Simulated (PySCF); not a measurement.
C₇H₁₂NP.
Z-matrix (Å and degrees, PBE0-D3(BJ)/def2-SVP geometry), rows numbered from 1:
```
C 
C   1  1.4950
C   2  1.4702  1  120.10
C   3  1.3534  2  115.95  1  -179.97
C   4  1.4898  3  127.71  2   178.39
P   4  1.8225  3  108.22  2    -8.42
N   6  1.7020  4  109.48  3   117.28
C   2  1.3607  1  126.47  3   179.63
C   8  1.4905  2  128.85  1     2.78
H   1  1.1032  2  110.97  3   -69.88
H   1  1.1024  2  110.94  3    48.57
H   1  1.0984  2  112.22  3   169.80
H   3  1.0963  2  120.80  1    -0.24
H   5  1.1038  4  110.94  3  -130.30
H   5  1.1027  4  111.69  3   111.06
H   5  1.1003  4  111.49  3    -9.83
H   7  1.0120  6  116.68  4   108.61
H   7  1.0151  6  119.83  4   -33.76
H   9  1.1037  8  112.05  2   -98.46
H   9  1.1025  8  110.17  2   142.76
H   9  1.0999  8  111.92  2    22.44
```

All values: PBE0/pcSseg-1 (PySCF, non-relativistic), on one gas-phase PBE0-D3(BJ)/def2-SVP geometry that isn't relaxed in the solvent. The solvent is an IEF-PCM continuum (van der Waals radii × 1.2). Specific hydrogen bonds and non-electrostatic terms are outside this model.

```csv
run,E − E(gas) (kcal/mol),HOMO (eV),HOMO–LUMO gap (eV),dipole (D)
gas,0.00,-5.84,4.94,1.47
P,-5.48,-5.95,4.96,2.00
Q,-4.64,-5.92,4.96,1.90
```

Problem. The runs were made in dichloromethane and dimethylsulfoxide. Which run belongs to which solvent?

Solution. P = dimethylsulfoxide, Q = dichloromethane. The dielectric constants are 8.93 (dichloromethane), 46.83 (dimethylsulfoxide), and the energy falls further as ε rises. In this model the ground state sees the solvent through ε alone.

Problem. How constant is the ratio of the lowering to (ε − 1)/(2ε + 1)?

Solution. 
| solvent | (ε − 1)/(2ε + 1) | E − E(gas) (kcal/mol) | ratio (kcal/mol) | polarisation term (kcal/mol) |
| --- | --- | --- | --- | --- |
| dichloromethane | 0.420 | -4.64 | -11.0 | -5.18 |
| dimethylsulfoxide | 0.484 | -5.48 | -11.3 | -6.25 |

The ratio changes by +2.5 % in size from dichloromethane to dimethylsulfoxide. The polarisation term is half the interaction of the solute with the induced surface charges.
